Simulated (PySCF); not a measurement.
**TiO at TPSS**

Computed with TPSS; basis Ti def2-TZVPPD, O def2-TZVPPD; no relativity; PySCF 2.14.

For TiO, the state is ³Δ (triplet), unpaired electrons σ ↑, δ ↑. The bond length is 1.621 Å. The harmonic wavenumber is 1017 cm⁻¹ and the force constant is 7.31 mdyn/Å. The rotational constant Be is 0.5350 cm⁻¹. The anharmonicity ωexe is 4.20 cm⁻¹ and the vibration–rotation constant αe is 0.00287 cm⁻¹. The bond order (Mayer) is 2.38 and the dipole moment (positive dipole means Ti(−)O(+)) is -3.41 D.

De is left out where the level can put another filling of the metal’s s and d shells below the measured ground configuration, by anything from nothing to about 1 eV. The state is the lowest single determinant that the PBE0 search found; with open d or f shells the true ground state can be another one.
